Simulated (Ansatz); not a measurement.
`[CH]=C[SiH](F)Cl` radical, relaxed with UKS PBE0-D4/def2-TZVP in the Gaussian-basis code of Ansatz from a PBE-D4/def2-SVP geometry. The force threshold is 0.005 eV/Å; the program also tests the step.

Charge 0, multiplicity 2.

Start:

```xyz
8

C    -0.896    1.325   -0.928
C     0.219    0.644   -0.729
Si    0.268   -0.651    0.620
F     1.330   -0.213    1.783
Cl    0.932   -2.451   -0.160
H    -1.909    1.360   -0.499
H     1.130    0.816   -1.340
H    -1.074   -0.830    1.252
```

```
step  energy (eV)  largest force (eV/Å)  largest move (Å)
   1  -25230.7025                 1.188             0.000
   2  -25230.7620                 0.721             0.037
   3  -25230.7746                 0.112             0.029
   4  -25230.7754                 0.056             0.018
   5  -25230.7758                 0.010             0.006
   6  -25230.7759                 0.015             0.008
   7  -25230.7760                 0.011             0.019
   8  -25230.7760                 0.002             0.004
```

End:

```xyz
8

C    -0.886    1.294   -0.921
C     0.229    0.649   -0.713
Si    0.272   -0.637    0.615
F     1.322   -0.231    1.740
Cl    0.882   -2.429   -0.148
H    -1.887    1.302   -0.510
H     1.120    0.851   -1.309
H    -1.051   -0.799    1.246
```

Hardware: 4 threads of a server CPU on a shared host. Wall time 25 s, peak host memory 0.6 GiB.
